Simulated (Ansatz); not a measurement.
Consider the formal exchange of groups at the Hf–Cl bond: `[F][Hf]([F])([Cl])[Cl]` + `c1ccccc1` → `[F][Hf]([F])([Cl])[c]1ccccc1` + HCl.

Computed with Ansatz on PBE0-D4/def2-TZVP structures; ΔE is electronic, products minus reactants. CCSD(T)/CBS is the MP2 limit (def2-TZVPP, def2-QZVPP) plus CCSD(T) − MP2 in def2-TZVPP, frozen cores. This one scheme is used for every species. Functionals use def2-TZVPP. B3LYP here is the variant with VWN-RPA as its local correlation; programs differ in this. HSE06 is defined as in plane-wave codes. def2 core potentials past Kr. For Hf outer-core shells are correlated without core-valence functions, which leaves a few kJ/mol of doubt a bond. Each species was taken in one conformer, which may not be the lowest.

`[F][Hf]([F])([Cl])[Cl]`:

```xyz
5

F     1.527    0.668    0.991
Hf    0.028   -0.025    0.080
F    -0.768   -1.345    1.166
Cl   -1.504    1.689   -0.307
Cl    0.718   -0.986   -1.929
```

`c1ccccc1`:

Z-matrix (Å, degrees):
```
C
C 1 1.387
C 1 1.388 2 120.0
H 1 1.084 2 120.0 3 -180.0
C 2 1.387 1 120.0 3 -0.0
H 2 1.084 1 120.0 3 180.0
C 3 1.387 1 120.0 2 0.0
H 3 1.084 1 120.0 2 180.0
C 5 1.388 2 120.0 1 0.0
H 5 1.084 2 120.0 1 180.0
H 7 1.084 3 120.0 1 180.0
H 9 1.084 5 120.0 2 180.0
```

`[F][Hf]([F])([Cl])[c]1ccccc1`:

Cartesian coordinates in Å:
```
F -2.488 -1.386 -2.348
Hf -2.544 -0.219 -0.855
F -3.047 1.516 -1.427
Cl -3.860 -1.033 0.912
C -0.481 -0.049 -0.139
C -0.088 -0.369 1.168
C 1.233 -0.242 1.571
C 2.191 0.209 0.675
C 1.829 0.532 -0.625
C 0.507 0.403 -1.023
H -0.820 -0.724 1.887
H 1.516 -0.495 2.587
H 3.223 0.308 0.990
H 2.577 0.884 -1.326
H 0.253 0.664 -2.048
```

HCl:

Z-matrix (Å, degrees):
```
Cl
H 1 1.279
```

```csv
level,ΔE (kJ/mol),difference from CCSD(T)/CBS
LDA (SPW92),192.5,2.0
PBE-D4,189.9,-0.6
revPBE-D4,188.0,-2.5
r2SCAN-D4,200.1,9.6
B97M-V,204.1,13.6
PBE0-D4,194.5,4.0
B3LYP-D4,194.7,4.2
r2SCANh-D4,200.6,10.1
r2SCAN0-D4,201.5,11.0
HSE06-D4,194.4,3.9
BHLYP-D4,200.4,9.9
CAM-B3LYP-D4,199.0,8.5
ωB97X-V,198.0,7.5
ωB97M-V,197.3,6.8
PBE-QIDH,196.4,5.9
PBE,195.8,5.3
revPBE,197.0,6.5
BLYP,200.8,10.3
r2SCAN,202.5,12.0
PBE0,200.2,9.7
B3LYP,203.8,13.3
r2SCANh,203.2,12.7
r2SCAN0,204.2,13.7
HSE06,199.9,9.4
BHLYP,209.1,18.6
CAM-B3LYP,205.2,14.7
LC-ωPBE,202.7,12.2
HF/def2-SVP,215.7,25.2
MP2/def2-SVP,181.4,-9.1
CCSD/def2-SVP,185.5,-5.0
CCSD(T)/def2-SVP,182.3,-8.2
HF/def2-TZVPP,217.3,26.8
MP2/def2-TZVPP,184.7,-5.8
SCS-MP2/def2-TZVPP,187.0,-3.5
CCSD(T)/def2-TZVPP,184.7,-5.8
HF/def2-QZVPP,218.5,28.0
MP2/def2-QZVPP,188.5,-2.0
HF/CBS(def2),218.7,28.2
MP2/CBS(def2),190.6,0.1
CCSD/CBS(def2),194.4,3.9
CCSD(T)/CBS,190.5,0
```

Largest T1 diagnostic among the species: 0.015.

The D4 term adds −9.1 kJ/mol with B3LYP and −5.7 kJ/mol with PBE0; it sums over pairs of atoms, weighted by their polarisabilities, and B3LYP, whose exchange is more repulsive, gets the larger term. From BLYP to BHLYP (50 % exact exchange), in def2-TZVPP and without D4, ΔE moves by +8.3 kJ/mol.
